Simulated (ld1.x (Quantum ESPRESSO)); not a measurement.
How hard is this P (Z = 15) PAW potential?

phosphorus, PAW, made with ld1.x (Quantum ESPRESSO) 7.5 (revPBE, scalar-relativistic). Core [Ne], reference 3s2 3p0 (charge +3). Waves: 3s (bound): rcut 1.10, rcutus 1.45 bohr; 3s channel at 1.5 Ry: rcut 1.10, rcutus 1.45 bohr; 3p (bound, empty): rcut 1.15, rcutus 1.45 bohr; 3p channel at -0.9 Ry: rcut 1.15, rcutus 1.45 bohr; 3d channel at 0.35 Ry: rcut 0.95, rcutus 1.25 bohr. Local part: all-electron potential smoothed inside 1.05 bohr (lloc = -2). Core correction: Bessel-smoothed model core, default radius (core density twice the valence density). Augmentation charge: PSQ, radius 1.05 bohr.

The pseudo-atom Hamiltonian at the reference potential is diagonalised in spherical Bessel functions j_l(qr) that vanish at 20 bohr, with q² up to the cutoff. All-electron valence levels (Ry): 3s -3.3481, 3p -2.5939.

Q: How do the lowest levels (Ry) of each channel move with the cutoff, and are there ghosts?

A:

```
cutoff (Ry)     s #1     p #1     d #1     d #2     f #1  Σ f·Δε (mRy)
          8  -3.2844  -2.5801  -1.4432  -0.6873  -0.6647         125.8
         12  -3.3281  -2.5920  -1.5081  -0.7152  -0.6674          38.4
         15  -3.3395  -2.5921  -1.5292  -0.7248  -0.6682          15.6
         21  -3.3467  -2.5928  -1.5633  -0.7408  -0.6684           1.1
         25  -3.3468  -2.5931  -1.5725  -0.7451  -0.6685           1.0
         35  -3.3471  -2.5931  -1.5908  -0.7535  -0.6686           0.4
        400  -3.3473  -2.5933  -1.6001  -0.7580  -0.6686           0.0
```

Result: no extra level below or beside the all-electron valence levels (s, p, d, f tested); 10 mRy is reached at 18 Ry and 1 mRy at 25 Ry.
